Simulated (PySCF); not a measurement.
Compound: C₅H₂FNS.
Geometry (GFN2-xTB, Å), atoms numbered from 1 in this order:
```xyz
10
C5H2FNS angstrom
C      3.0614    0.1080    0.1975
C      1.8639    0.0386    0.1207
C      0.4695    0.0047    0.0288
N     -0.2586   -1.0574    0.0183
C     -1.5726   -0.7891   -0.0790
C     -1.8640    0.5397   -0.1455
F     -3.0708    1.0858   -0.2436
S     -0.4413    1.5211   -0.0866
H      4.1078    0.1442    0.2651
H     -2.2865   -1.5910   -0.0984
```

Computed with TDDFT B3LYP/def2-SVPD, vertical, gas phase, core orbitals frozen in the response in PySCF.

Transition dipole moments from the ground state, in atomic units and in the frame of the coordinates above (overall signs are arbitrary), for the states with f of 0.002 or more among the lowest 8:

| state | E (hartree) | μx | μy | μz |
| --- | --- | --- | --- | --- |
| S1 | 0.1679 | 1.457 | -0.264 | 0.106 |
| S6 | 0.2121 | -0.260 | -0.282 | -0.007 |
| S7 | 0.2295 | 0.406 | 0.016 | 0.026 |
| S8 | 0.2331 | 0.226 | 0.053 | 0.012 |

Work out the oscillator strengths.

f = (2/3) ΔE |μ|² with ΔE in hartree (27.2114 eV).

| state | \|μ\|² (au) | \|μ\| (D) | f |
| --- | --- | --- | --- |
| S1 | 2.205 | 3.77 | 0.247 |
| S6 | 0.147 | 0.97 | 0.021 |
| S7 | 0.165 | 1.03 | 0.025 |
| S8 | 0.054 | 0.59 | 0.008 |

The point group is Cs. Which irreducible representation does each state belong to?

From a totally symmetric ground state, an allowed state transforms like the component of the dipole operator along its μ. Polarised in the mirror plane, so A′: S1, S6, S7 and S8.

Which bond between heavy atoms lies closest to the direction of the S1 transition dipole?

N4–C5, at 1° from it; next C2–C3 at 12°.

What angle do the transition dipoles of S1 and S6 make?

|cos θ| = |μa·μb| / (|μa| |μb|) = 0.54, so θ ≈ 58° (taken between 0 and 90°, since the signs are arbitrary).

What peak molar absorption coefficient would the strongest computed level give as a lone Gaussian band 0.3 eV wide at half height?

ε(max) = 2.175×10⁸ f / FWHM, with the width in cm⁻¹. S1: 2.175×10⁸ × 0.2468 / 2420 ≈ 22000 L mol⁻¹ cm⁻¹.
